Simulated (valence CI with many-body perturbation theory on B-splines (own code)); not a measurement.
Xe XLIX: E2 decay

Level of theory: valence CI with perturbative core correlation (CI+MBPT): four valence electrons over a frozen Dirac-Fock core [He], a basis of 11 s, 11 p, 10 d, 8 f, 5 g, 2 h functions for each j, with the one-electron correlation potential Σ1 (screened to all orders), the two-electron term Σ2, the three-electron term Σ3, Breit, model QED; selected single and double excitations, second order for the rest, scaled by the run's own slope (own B-spline code, finite nucleus).

The last digits are not significant, and no measured levels were compared; by estimate large intervals hold to a few tenths of a per cent, small ones and those within an open d or f shell to about a per cent. Among the levels kept, up to 880 cm⁻¹ of a level comes from second order outside the variational space, and about a tenth of that is noise between levels of different J, which matters for small intervals.

Lines 51 to 68 of 68 in falling wavelength, among levels below 6359.3 eV, chosen from the decays that carry over 1 % of a level's rate. Wavelengths and rates use the calculated energies. Electric multipoles are in the length gauge with retardation, E1 and E2 with the static RPA response of the core. Weak lines are less certain than strong ones. Lines between different terms over intervals too small for the method are left out, as are lines whose strength nearly cancels. The highest levels of a list are the least certain.

Levels are named by their leading jj configuration (3d3/2^4 stands for four electrons in 3d with j = 3/2), which in mixed levels can hold well under half, so a name can repeat and another be missing. Letters in brackets count levels of one name in rising energy.

```tsv
λ vac (nm)	Upper	Lower	Type	A (s⁻¹)	Branch %
0.2288	(2p1/2^2 2p3/2 3d3/2) J=3	(2s 2p1/2^2 2p3/2) J=1	E2	4.10e+11	7.6
0.2285	(2p1/2 2p3/2^2 3d5/2) J=3	(2s 2p1/2 2p3/2^2) J=1 [a]	E2	4.44e+11	2.3
0.2279	(2s 2p3/2^2 3d5/2) J=4 [a]	(2s^2 2p3/2^2) J=2	E2	8.81e+11	1.8
0.2267	(2p1/2 2p3/2^2 3d3/2) J=4	(2s 2p1/2 2p3/2^2) J=3	E2	4.41e+11	21.3
0.2265	(2p1/2^2 2p3/2 3d3/2) J=2	(2s 2p1/2^2 2p3/2) J=2	E2	6.59e+11	2.4
0.2263	(2p1/2^2 2p3/2 3d3/2) J=3	(2s 2p1/2^2 2p3/2) J=2	E2	7.18e+11	13.3
0.2262	(2p1/2^2 2p3/2 3d3/2) J=1	(2s 2p1/2^2 2p3/2) J=2	E2	1.06e+12	1.0
0.2261	(2p1/2^2 2p3/2 3d3/2) J=0	(2s 2p1/2^2 2p3/2) J=2	E2	1.12e+12	21.5
0.2260	(2p1/2 2p3/2^2 3d3/2) J=1 [a]	(2s 2p1/2 2p3/2^2) J=2 [a]	E2	8.84e+11	1.7
0.2260	(2p1/2 2p3/2^2 3d3/2) J=2 [a]	(2s 2p1/2 2p3/2^2) J=2 [a]	E2	8.64e+11	1.9
0.2259	(2p1/2 2p3/2^2 3d3/2) J=0	(2s 2p1/2 2p3/2^2) J=2 [a]	E2	9.21e+11	1.2
0.2259	(2s 2p3/2^2 3d5/2) J=2 [b]	(2s^2 2p3/2^2) J=0	E2	1.44e+12	2.3
0.2253	(2p1/2^2 2p3/2 3d5/2) J=4	(2s 2p1/2^2 2p3/2) J=2	E2	1.13e+12	68.5
0.2252	(2p1/2 2p3/2^2 3d3/2) J=4	(2s 2p1/2 2p3/2^2) J=2 [a]	E2	1.81e+11	8.7
0.2250	(2p1/2 2p3/2^2 3d5/2) J=4	(2s 2p1/2 2p3/2^2) J=2 [a]	E2	9.54e+11	44.0
0.2249	(2p1/2 2p3/2^2 3d5/2) J=3	(2s 2p1/2 2p3/2^2) J=2 [a]	E2	5.34e+11	2.8
0.2248	(2s 2p3/2^2 3d5/2) J=4 [b]	(2s^2 2p3/2^2) J=2	E2	1.15e+12	22.5
0.2247	(2s 2p3/2^2 3d5/2) J=3 [b]	(2s^2 2p3/2^2) J=2	E2	3.53e+11	2.1
```
